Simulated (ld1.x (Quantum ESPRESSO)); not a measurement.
## Wu–Cohen TM dataset for strontium (Sr), scalar-relativistic all-electron reference.

* Element: strontium (Sr)
* Generator: ld1.x (Quantum ESPRESSO) 7.5
* Type: norm-conserving Troullier–Martins (Kleinman–Bylander form)
* Functional: Wu–Cohen
* Relativity: scalar-relativistic
* Frozen core: [Kr]
* Valence charge: 2
* Reference configuration: 4d0 5s1.75 5p0.25
* Partial waves: 5s (bound): rc 2.55 bohr; 4d (bound, empty): rc 2.20 bohr; 5p (bound): rc 3.70 bohr
* Local potential: the p channel
* Core correction: a·sin(br)/r model core, default radius (core density twice the valence density)

All-electron outer shells of the reference configuration (Wu–Cohen, scalar-relativistic, ld1.x):

```json
{"shell": "4s", "level (eV)": "-41.24", "outermost node (bohr)": "0.59", "outermost maximum (bohr)": "1.19"}
{"shell": "4p", "level (eV)": "-23.15", "outermost node (bohr)": "0.61", "outermost maximum (bohr)": "1.33"}
{"shell": "5s", "level (eV)": "-3.71", "outermost node (bohr)": "1.65", "outermost maximum (bohr)": "3.67"}
{"shell": "4d", "level (eV)": "-1.51", "outermost node (bohr)": "0.65", "outermost maximum (bohr)": "2.09"}
{"shell": "5p", "level (eV)": "-1.41", "outermost node (bohr)": "1.96", "outermost maximum (bohr)": "4.83"}
```

Question: Does the generator finish with these settings?

Answer: Yes, a potential is produced and its reference levels are reproduced.

Question: Estimate the cutoffs (Ry, on a coarse ladder) from which the occupation-weighted sum of valence levels, in a spherical-Bessel basis at the reference potential, stays within 10 and 1 mRy of its value at 400 Ry.

Answer: 8 Ry and 18 Ry. The cutoffs count occupied waves only; the empty 4d level needs 18 Ry at the loose tolerance.

Question: What does a ghost test show?

Answer: Ghost state, extra bound levels that the all-electron valence spectrum of the same l lacks: s at -0.70 eV. A true bound ghost makes a file unfit for plane-wave use. The logarithmic derivative shows an extra or strongly shifted pseudo pole above the reference energy (s near -0.06 Ry).

Question: Which valence shell sets the plane-wave cutoff?

Answer: 5s: its level needs 12 Ry to come within 1 mRy, against 6 Ry for 5p.

Question: Tests: 4d0 5s2 5p0; 4d0 5s1 5p0; 4d0 5s1.5 5p0; 4d0 5s0 5p1; 4d0 5s1 5p1; 4d0.5 5s1.5 5p0; 4d1 5s0 5p0. Which has the largest error in its energy relative to the reference configuration, and how large is it?

Answer: 4d0 5s1 5p0, with +62 meV (all-electron minus pseudo) on +5.31 eV.
